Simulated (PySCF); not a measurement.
Coordinates in bohr (charge 0 multiplicity 4):
```
Os    0.1177    0.0000    0.0000
F     3.6275    0.0000   -0.0002
F    -2.4115    2.3994    0.0001
F    -2.4115   -2.3994    0.0001
```

Level of theory: UPBE0/[Os def2-SVP with ECP60, F def2-SVP], scalar-relativistic core potentials, density fitting, no spin–orbit coupling, PySCF.

This geometry of OsF3 is a stationary point at this level.

Q: What is the point group?

A: C2v.

Q: Is it a minimum?

A: Yes: all harmonic wavenumbers are real.

Q: List the harmonic modes with their infrared intensities.

A: 
| symmetry | ω (cm⁻¹) | IR (km/mol) | type |
| --- | --- | --- | --- |
| b2 | 71 | 6.7 | bend |
| b1 | 194 | 5.4 | bend |
| a1 | 262 | 3.3 | bend |
| b2 | 682 | 69.9 | stretch |
| a1 | 689 | 53.8 | stretch |
| a1 | 728 | 97.8 | stretch |

Q: Give the ideal-gas entropy at 298.15 K and 1 bar by parts.

A: translation 177.7, rotation 102.1, vibration 37.2, spin 11.5; total 328.4 J/(mol K).

In C2v the vibrations span 2b2 + b1 + 3a1. Here b1 is antisymmetric to the molecular plane and b2 lies in it.

This need not be the most stable arrangement of these atoms. With open d or f shells other occupations or spin states may lie lower. With an element this heavy the missing spin–orbit coupling can shift these numbers.
